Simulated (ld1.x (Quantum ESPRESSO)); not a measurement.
An all-electron radial function and its pseudo partner (copper)

Columns: radius, all-electron u(r) and pseudo u(r) of the 3d shell (level -7.22 eV) of copper in the configuration [Ne] 3s2 3p6 3d10 4s0 4p1; PW91, scalar-relativistic, PAW scheme, ld1.x (Quantum ESPRESSO) 7.5.

| r (bohr) | all-electron | pseudo |
| --- | --- | --- |
| 0.128 | 0.1737 | 0.0305 |
| 0.255 | 0.5474 | 0.2022 |
| 0.382 | 0.8243 | 0.5073 |
| 0.510 | 0.9538 | 0.8010 |
| 0.638 | 0.9733 | 0.9432 |
| 0.765 | 0.9327 | 0.9334 |
| 0.893 | 0.8652 | 0.8652 |
| 1.020 | 0.7899 | 0.7899 |
| 1.148 | 0.7147 | 0.7147 |
| 1.275 | 0.6445 | 0.6445 |
| 1.402 | 0.5802 | 0.5802 |
| 1.530 | 0.5216 | 0.5216 |
| 1.658 | 0.4691 | 0.4691 |
| 1.785 | 0.4225 | 0.4225 |
| 1.912 | 0.3808 | 0.3808 |
| 2.040 | 0.3433 | 0.3433 |
| 2.168 | 0.3097 | 0.3097 |
| 2.295 | 0.2798 | 0.2798 |
| 2.422 | 0.2531 | 0.2531 |
| 2.550 | 0.2289 | 0.2289 |
| 2.678 | 0.2072 | 0.2072 |
| 2.805 | 0.1878 | 0.1878 |
| 2.932 | 0.1703 | 0.1703 |
| 3.060 | 0.1544 | 0.1544 |
| 3.188 | 0.1402 | 0.1402 |
| 3.315 | 0.1274 | 0.1274 |

Question: How many radial nodes do the two functions have?

Answer: The all-electron 3d function has n − l − 1 = 0; the pseudo-wave has 0.

Question: At about which radius was the pseudo-wave matched?

Answer: 0.90 bohr, where the columns begin to agree (steps of 0.13 bohr).

Question: Where does each function peak?

Answer: Outermost all-electron maximum near 0.64 bohr, pseudo maximum near 0.64 bohr (to the table’s step).

Question: Is the pseudo-wave norm-conserving?

Answer: No, it belongs to a PAW set: the norm inside the radius is not constrained, and the difference is carried by the augmentation charge.
